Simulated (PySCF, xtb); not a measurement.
C₃H₃F₄, SMILES FC(C[CH]F)(F)F, multiplicity 2. One conformer was computed; it need not be the lowest.

Harmonic wavenumbers (cm⁻¹) from GFN2-xTB (xtb 6.7.1) at its own minimum, in rising order: 51, 61, 186, 289, 333, 424, 425, 472, 502, 590, 791, 885, 1011, 1059, 1104, 1133, 1164, 1189, 1249, 1318, 1403, 2962, 2998, 3132.

Q: What does PBE-D3(BJ)/def2-SVP (PySCF) give at its own minimum? (The exact figures need the calculation; the answer reports its results.)

A: 51, 85, 197, 300, 355, 461, 489, 520, 539, 655, 812, 870, 1002, 1111, 1146, 1197, 1222, 1262, 1292, 1359, 1382, 2993, 3062, 3121. Paired by order, the mean absolute difference is 36 cm⁻¹ and the zero-point energies are 35.4 and 36.4 kcal/mol.
